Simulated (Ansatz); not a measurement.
CH5F3InN (`C[NH2+][In-]([F])([F])[F]`) at its PBE0-D4/def2-TZVP geometry, where that method's forces vanish. Charge 0, multiplicity 1. In takes the def2 core potential.

| atom | x (Å) | y (Å) | z (Å) |
| --- | --- | --- | --- |
| C1 | 0.8073 | -0.9783 | -0.6600 |
| N2 | 0.5158 | 0.4481 | -0.4188 |
| In3 | -1.2242 | 0.6786 | 0.9982 |
| F4 | -2.5212 | -0.2988 | -0.0820 |
| F5 | -1.3815 | 2.6140 | 1.1178 |
| F6 | -0.4229 | -0.2874 | 2.4913 |
| H7 | 1.6468 | -1.1106 | -1.3447 |
| H8 | -0.0818 | -1.4501 | -1.0768 |
| H9 | 1.0354 | -1.4536 | 0.2933 |
| H10 | 1.3269 | 0.9170 | -0.0276 |
| H11 | 0.2994 | 0.9209 | -1.2907 |

Question: For each bond, give half the difference of the two atoms' forces along it (eV/Å; positive pushes the atoms apart) under PBE-D4, r2SCAN-D4, B3LYP-D4, ωB97M-V in def2-TZVPP. (An estimate is asked.)

Answer: The calculation gave: 
| bond | length (Å) | PBE-D4 | r2SCAN-D4 | B3LYP-D4 | ωB97M-V |
| --- | --- | --- | --- | --- | --- |
| C1–N2 | 1.476 | 0.06 | 0.23 | 0.28 | 0.29 |
| C1–H7 | 1.091 | 0.08 | -0.05 | -0.09 | -0.10 |
| C1–H8 | 1.089 | 0.10 | -0.06 | -0.10 | -0.09 |
| C1–H9 | 1.089 | 0.10 | -0.06 | -0.09 | -0.09 |
| N2–In3 | 2.256 | 0.00 | -0.03 | 0.05 | -0.06 |
| N2–H10 | 1.015 | 0.18 | -0.03 | -0.07 | -0.07 |
| N2–H11 | 1.015 | 0.18 | -0.03 | -0.07 | -0.07 |
| In3–F4 | 1.951 | 0.29 | 0.05 | 0.15 | 0.02 |
| In3–F5 | 1.945 | 0.26 | 0.05 | 0.13 | 0.03 |
| In3–F6 | 1.951 | 0.29 | 0.05 | 0.15 | 0.02 |

B3LYP here is the variant with VWN-RPA as its local correlation; programs differ in this.

Computed with Ansatz.
